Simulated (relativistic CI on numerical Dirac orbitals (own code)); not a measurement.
# Forbidden transitions in Sc6+

These numbers are calculated, not measured: Dirac-Coulomb-Breit CI, KLI orbitals optimised for each configuration, QED by a radiative potential, unscaled Slater integrals (own radial code, finite nucleus).

Configurations in the expansion (outside the closed core [Ne]): 3s2 3p3, 3s 3p4, 3s2 3p2 3d, 3p5, 3s 3p3 3d, 3p4 3d, 3s2 3p2 4s, 3s 3p2 3d2, 3s2 3p2 4p, 3s2 3p2 4d, 3s2 3p2 4f, 3s 3p3 4s, 3s2 3p2 5s, 3s2 3p2 5p, 3s 3p3 4p, 3s2 3p2 5d, 3s2 3p2 5f, 3s 3p3 4d, 3s2 3p2 5g, 3s2 3p2 6s, 3s2 3p2 6p, 3s2 3p 3d 4p, 3s 3p3 4f, 3s2 3p2 6d, 3s 3p3 5s, 3p4 4s, 3s 3p3 5p, 3s 3p2 3d 4s, 3s 3p3 5d, 3p4 4p, 3s 3p3 5f, 3s 3p3 5g, 3s 3p3 6s, 3s2 3p 3d2, 3s2 3d3, 3s 3p 3d3, 3s2 3d2 4s, 3s2 3d2 4p, 3s2 3d2 4d, 3p3 3d2, 3p2 3d3, 3p2 3d2 4s, 3p2 3d2 4p, 3p2 3d2 4d, 3s2 3p 3d 4s, 3s 3p 3d2 4s, 3s2 3d 4s2, 3s2 3d 4s 4p, 3s2 3d 4s 4d. Double excitations out of closed p, d and f shells are left out; levels of such configurations are missing from the list, as are those of other unlisted configurations, and high levels can miss mixing partners. These lack a partner that the ground configuration has and come out too high: 3s2 3p2 4f, 3s2 3p2 5s, 3s2 3p2 5p, 3s 3p3 4p, 3s2 3p2 5d.

| λ vac (Å) | Lower | Upper | Type | A (s⁻¹) | E lower (cm⁻¹) | E upper (cm⁻¹) |
| --- | --- | --- | --- | --- | --- | --- |
| 657.35 | 3s 3p4 4P_5/2 [6] | 3s2 3p2 3d 2G_9/2 [25] | E2 | 1.19e+00 | 174424 | 326551 |
| 909.74 | 3s 3p4 4P_5/2 [6] | 3s2 3p2 3d 4F_9/2 [17] | E2 | 3.09e+01 | 174424 | 284346 |
| 934.48 | 3s 3p4 2D_5/2 [10] | 3s2 3p2 3d 2G_9/2 [25] | E2 | 1.80e+01 | 219540 | 326551 |
| 1846.3 | 3s2 3p3 4S°_3/2 [1] | 3s2 3p3 2P°_3/2 [5] | M1 | 2.49e+01 | 0 | 54162 |
| 1875.5 | 3s2 3p3 4S°_3/2 [1] | 3s2 3p3 2P°_1/2 [4] | M1 | 1.06e+01 | 0 | 53320 |
| 2267.1 | 3s2 3p2 3d 4F_7/2 [16] | 3s2 3p2 3d 2G_9/2 [25] | M1 | 3.19e+00 | 282442 | 326551 |
| 2369.4 | 3s2 3p2 3d 4F_9/2 [17] | 3s2 3p2 3d 2G_9/2 [25] | M1 | 7.66e+00 | 284346 | 326551 |
| 3007.5 | 3s2 3p3 4S°_3/2 [1] | 3s2 3p3 2D°_5/2 [3] | E2 | 1.28e-02 | 0 | 33250 |
| 3007.5 | 3s2 3p3 4S°_3/2 [1] | 3s2 3p3 2D°_5/2 [3] | M1 | 1.86e-02 | 0 | 33250 |
| 3066.2 | 3s2 3p3 4S°_3/2 [1] | 3s2 3p3 2D°_3/2 [2] | M1 | 8.52e-01 | 0 | 32613 |
| 3226.5 | 3s2 3p2 3d 2F_7/2 [23] | 3s2 3p2 3d 2G_9/2 [25] | M1 | 6.38e-01 | 295558 | 326551 |
| 4640.7 | 3s2 3p3 2D°_3/2 [2] | 3s2 3p3 2P°_3/2 [5] | M1 | 8.57e+00 | 32613 | 54162 |
| 4782.2 | 3s2 3p3 2D°_5/2 [3] | 3s2 3p3 2P°_3/2 [5] | M1 | 4.47e+00 | 33250 | 54162 |
| 4829.4 | 3s2 3p3 2D°_3/2 [2] | 3s2 3p3 2P°_1/2 [4] | E2 | 3.82e-01 | 32613 | 53320 |
| 4829.4 | 3s2 3p3 2D°_3/2 [2] | 3s2 3p3 2P°_1/2 [4] | M1 | 4.78e+00 | 32613 | 53320 |
| 156923 | 3s2 3p3 2D°_3/2 [2] | 3s2 3p3 2D°_5/2 [3] | M1 | 2.71e-03 | 32613 | 33250 |

Terms are leading LS components. Brackets give the number of a level in order of energy, since labels repeat. The list gives strong lines, with weight on those to low levels, among the lowest 400 of 4157 levels, so that lines to higher ones, which can be the strongest, are missing. Levels whose partners in the same complex of configurations lie outside the list can be far off, and so can their lines. Rates are taken at the computed energies, electric ones in the length gauge.

At this charge configurations can still be misplaced by up to about 7 % of their energy. 7 of the 7 excited levels that our extract of the measured tables holds in this range could be paired (the sources list more); they are missed by 2151 cm⁻¹ on average and 7729 at most, and levels without a partner can miss by more. Some levels of the ground configuration have no partner and can miss by 10 % or more.

Task: From the table, what is the radiative lifetime of 3s2 3p2 3d 2G_9/2?

Result: The listed rates from this level add up to about 3.07e+01 s⁻¹, 99 % of its decay; with all channels τ = 3.23e-02 s.

LS names give the leading component of a level, which can be under half, so a name can repeat, a term be missing and a line seem to break the LS rules.
